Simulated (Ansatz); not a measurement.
Cost and result for the atomization energy of C$_{2}$H$_{7}$BO$_{2}$Te, SMILES `CC[Te]B(O)O` (13 atoms, 12 bonds).

```xyz
13

C     0.274    1.598    0.947
C     1.044    1.013   -0.220
Te   -0.202    0.295   -1.831
B    -0.845   -1.520   -0.815
O    -0.402   -1.905    0.415
O    -1.738   -2.298   -1.475
H    -0.400    0.869    1.403
H     0.959    1.954    1.724
H    -0.340    2.441    0.626
H     1.697    0.189    0.078
H     1.685    1.761   -0.688
H     0.237   -1.310    0.811
H    -1.969   -3.088   -0.976
```

Charge 0, multiplicity 1. Correlated methods include outer-core shells of Te, which these sets cover unevenly. Te takes the def2 core potential. Geometry: relaxed with PBE0-D4/def2-TZVP. It is one conformer, not always the lowest. Program: Ansatz. All runs use 2 threads of an AMD EPYC 7R13 on a shared host and a share of an NVIDIA H100 80 GB. Times are those of one run each, without the atoms' runs, and a repeat can differ threefold. Electronic energies, without spin–orbit coupling; frozen cores. CCSD(T)/CBS adds CCSD(T) − MP2 in def2-TZVPP to the MP2 limit, and its time is that of the two runs behind it. T1 = 0.012. With those shells the extrapolation isn't a true limit. B3LYP takes the VWN-RPA correlation (the form of Gaussian; ORCA's B3LYP/G).

CCSD(T)/CBS is a level of theory with its own doubt, some kJ/mol a heavy atom from the limit and from the frozen cores, so smaller differences don't rank the functionals.

```tsv
level	functions	wall time
PBE0-D4/def2-TZVPP	303	6.5 s
B3LYP-D4/def2-TZVPP (with forces)	303	7 s
PBE-D4/def2-TZVPP (with forces)	303	8.5 s
r2SCAN-D4/def2-TZVPP (with forces)	303	9 s
MP2/def2-QZVPP	577	9.5 s
ωB97X-V/def2-TZVPP	303	9.5 s
B2PLYP/def2-TZVPP	303	9.5 s
ωB97M-V/def2-TZVPP (with forces)	303	11 s
CCSD(T)/def2-TZVPP	303	14 s
CCSD(T)/CBS(def2)	–	24 s
```

(1) What atomization energy does each give, and how far from CCSD(T)/CBS? (An estimate is asked.)

Results:

(1) Ansatz gave: 
| level | atomization (kJ/mol) | difference from CCSD(T)/CBS | per bond |
| --- | --- | --- | --- |
| PBE0-D4/def2-TZVPP | 5093.7 | -4.2 | -0.3 |
| B3LYP-D4/def2-TZVPP (with forces) | 5074.7 | -23.2 | -1.9 |
| PBE-D4/def2-TZVPP (with forces) | 5198.7 | 100.8 | 8.4 |
| r2SCAN-D4/def2-TZVPP (with forces) | 5099.8 | 1.9 | 0.2 |
| MP2/def2-QZVPP | 5152.7 | 54.8 | 4.6 |
| ωB97X-V/def2-TZVPP | 5078.8 | -19.1 | -1.6 |
| B2PLYP/def2-TZVPP | 5027.3 | -70.6 | -5.9 |
| ωB97M-V/def2-TZVPP (with forces) | 5085.4 | -12.5 | -1.0 |
| CCSD(T)/def2-TZVPP | 4959.0 | -138.9 | -11.6 |
| CCSD(T)/CBS(def2) | 5097.9 | 0.0 | 0.0 |

In def2-TZVPP, CCSD(T) changes the Hartree–Fock value by +1278.4 kJ/mol (the triples alone add +83.2 kJ/mol) and MP2 by +1390.4 kJ/mol; breaking electron pairs costs correlation energy, which Hartree–Fock lacks. The D4 term adds +49.4 kJ/mol with B3LYP and +26.0 kJ/mol with PBE0; it sums over pairs of atoms, weighted by their polarisabilities, and B3LYP, whose exchange is more repulsive, gets the larger term. From PBE to PBE0 (25 % exact exchange), in def2-TZVPP and without D4, the atomization energy moves by −100.4 kJ/mol: exact exchange takes away binding that semilocal exchange gives to molecules.

Spin–orbit coupling would lower the free Te atoms strongly, and the atomization energy with them, by more than many differences here.
